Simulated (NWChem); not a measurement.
System: CH4F2OSi; SMILES CO[SiH](F)F

Excerpt of the output:

```
             Northwest Computational Chemistry Package (NWChem) 7.3.0
             --------------------------------------------------------

 C1  symmetry detected

                             Geometry "geometry" -> ""
                             -------------------------

 Output coordinates in angstroms (scale by  1.889725989 to convert to a.u.)

  No.       Tag          Charge          X              Y              Z
 ---- ---------------- ---------- -------------- -------------- --------------
    1 Si                  14.0000    -0.00717868    -0.48575043     0.34507309
    2 F                    9.0000     1.49981824    -0.67927244    -0.23513295
    3 F                    9.0000    -0.93676547    -1.66058793    -0.26510600
    4 O                    8.0000    -0.64180518     0.93434426    -0.19406464
    5 C                    6.0000    -0.03787959     2.21330348    -0.07528400
    6 H                    1.0000     0.04603204    -0.61296477     1.82488700
    7 H                    1.0000     0.96832647     2.23848759    -0.54766989
    8 H                    1.0000     0.06432935     2.52722951     0.98801983
    9 H                    1.0000    -0.68394226     2.95192207    -0.58988843

 Effective nuclear repulsion energy (a.u.)     254.7087328315

                                 NWChem DFT Module
                                 -----------------

 Summary of "ao basis" -> "ao basis" (spherical)
 ------------------------------------------------------------------------------
       Tag                 Description            Shells   Functions and Types
 ---------------- ------------------------------  ------  ---------------------
 Si                         pcseg-1                  8       18   4s3p1d
 F                          pcseg-1                  6       14   3s2p1d
 O                          pcseg-1                  6       14   3s2p1d
 C                          pcseg-1                  6       14   3s2p1d
 H                          pcseg-1                  3        5   2s1p

            General Information
            -------------------
          SCF calculation type: DFT
          Wavefunction type:  closed shell.
          No. of atoms     :     9
          No. of electrons :    50
           Alpha electrons :    25
            Beta electrons :    25
          Charge           :     0
          Spin multiplicity:     1
          Use of symmetry is: off; symmetry adaption is: off
          Maximum number of iterations: 150
          AO basis - number of functions:    94
                     number of shells:    44
          Convergence on energy requested:  1.00D-06
          Convergence on density requested:  1.00D-05
          Convergence on gradient requested:  5.00D-04

              XC Information
              --------------
                  TPSS metaGGA Exchange Functional  1.000
             TPSS03 metaGGA Correlation Functional  1.000

             Grid Information
             ----------------
          Grid used for XC integration:  medium
          Radial quadrature: Mura-Knowles
          Angular quadrature: Lebedev.
          Tag              B.-S. Rad. Rad. Pts. Rad. Cut. Ang. Pts.
          ---              ---------- --------- --------- ---------
          Si                  1.10       88          11.0       590
          F                   0.50       49          12.0       434
          O                   0.60       49           8.0       434
          C                   0.70       49          10.0       434
          H                   0.35       45          12.0       434
          Grid pruning is: on
          Number of quadrature shells:   464
          Spatial weights used:  Erf1

      Superposition of Atomic Density Guess
      -------------------------------------

 Sum of atomic energies:        -601.88593242

      Non-variational initial energy
      ------------------------------

 Total energy =    -603.370125
 1-e energy   =   -1340.734187
 2-e energy   =     482.655329
 HOMO         =      -0.396995
 LUMO         =       0.055617

     ---------------------------------------------
      Total Density - Mulliken Population Analysis
     ---------------------------------------------

    Atom       Charge   Shell Charges
 -----------   ------   -------------------------------------------------------
    1 Si  14    12.23   2.00  2.00  0.72  0.16  5.99  1.02  0.07  0.27
    2 F    9     9.61   2.00  0.97  0.97  3.60  2.07  0.00
    3 F    9     9.60   2.00  0.97  0.97  3.60  2.07  0.00
    4 O    8     8.89   2.00  0.92  0.88  3.14  1.94  0.01
    5 C    6     5.97   2.00  0.76  0.44  1.85  0.88  0.05
    6 H    1     1.09   0.69  0.40  0.01
    7 H    1     0.87   0.71  0.14  0.02
    8 H    1     0.87   0.71  0.14  0.02
    9 H    1     0.86   0.71  0.13  0.02

   convergence    iter        energy       DeltaE   RMS-Dens  Diis-err
 ---------------- ----- ----------------- --------- --------- ---------
 d= 0,ls=0.0,diis     1   -604.9293734735 -8.60D+02  1.91D-02  9.96D-01
 d= 0,ls=0.0,diis     2   -604.7538752054  1.75D-01  1.07D-02  3.25D+00
 d= 0,ls=0.0,diis     3   -605.0440843362 -2.90D-01  1.28D-03  2.07D-02
 d= 0,ls=0.0,diis     4   -605.0454523384 -1.37D-03  5.69D-04  3.98D-03
 d= 0,ls=0.0,diis     5   -605.0458191112 -3.67D-04  1.91D-04  8.49D-04
  Resetting Diis
 d= 0,ls=0.0,diis     6   -605.0459000733 -8.10D-05  4.28D-05  4.65D-05
 d= 0,ls=0.0,diis     7   -605.0459041243 -4.05D-06  2.87D-05  3.47D-06
 d= 0,ls=0.0,diis     8   -605.0459035286  5.96D-07  1.72D-05  9.75D-06
 d= 0,ls=0.0,diis     9   -605.0459044836 -9.55D-07  3.32D-06  2.15D-07

         Total DFT energy =     -605.045904483645
      One electron energy =    -1343.848979212832
           Coulomb energy =      541.582284254190
    Exchange-Corr. energy =      -57.487942356524
 Nuclear repulsion energy =      254.708732831522

 Numeric. integr. density =       50.000003544824

[...]
```

Level: TPSS/pcseg-1. The geometry was optimised at PBE-D3(BJ)/def2-SVP.

Task: Reconstruct the input file.

Result: This is not unique; one that fits is the input that was run:
```
start job
memory heap 200 mb stack 900 mb global 1100 mb
geometry units angstroms noautoz
  Si    -0.043368    -0.483015     0.343440
  F      1.471081    -0.741507    -0.190185
  F     -1.000905    -1.625310    -0.285033
  O     -0.604496     0.956358    -0.225269
  C      0.046401     2.211277    -0.098450
  H     -0.038832    -0.599079     1.825119
  H      1.066264     2.192197    -0.540885
  H      0.129786     2.530332     0.964970
  H     -0.554157     2.970414    -0.637721
end
basis spherical
  * library pcseg-1
end
dft
  xc xtpss03 ctpss03
  iterations 150
  mulliken
end
task dft energy
```
